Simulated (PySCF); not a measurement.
## Ionisation energy of Cr by level of theory

Cr [Ar] 3d5 4s1 (7S) → Cr⁺ [Ar] 3d5 (6S), as a difference of total energies. Calculation: PySCF 2.14, in x2c-TZVPall; scalar relativity by spin-free X2C-1e. Correlated levels: valence: [Ar] frozen. The calculations carry no spin-orbit coupling.

```
           method  ionisation energy (eV)
              UHF                   6.016
           M06-2X                   6.634
             BP86                   7.561
    MP2 (valence)                   6.408
SCS-MP2 (valence)                   6.147
```

Errors of the correlated levels include the incompleteness of this basis and the frozen core.

Which method comes closest to the reference value, and which is furthest?

The reference is 6.767 eV (measured; NIST Atomic Spectra Database, ionization energies). Closest: M06-2X (error -0.133 eV); furthest: BP86 (error 0.794 eV).
